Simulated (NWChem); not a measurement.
# NH₄ cation; SMILES [NH4+]

Program: NWChem. The geometry was optimised at PBE0-D3(BJ)/def2-TZVP. Level: PBE0/def2-SVP with SMD (1 M gas to 1 M solution), gas-phase geometry. Reactions with the solvent are ignored.

```
solvent          dielectric constant  solvation free energy (kcal/mol)  cavity-dispersion-structure term (kcal/mol)
---------------  -------------------  --------------------------------  -------------------------------------------
water                           78.4                             -81.1                                          2.9
ethyl acetate                   5.99                             -69.8                                          1.1
acetonitrile                    35.7                             -81.5                                          1.3
ethanol                         24.9                             -80.7                                          1.1
cyclohexanone                   15.6                                 ?                                          1.5
1-octanol                       9.86                             -75.3                                          1.3
dichloromethane                 8.93                             -74.6                                          1.1
```

### Question
What belongs in the gaps?

### Answer

- cyclohexanone, solvation free energy (kcal/mol): -78.2
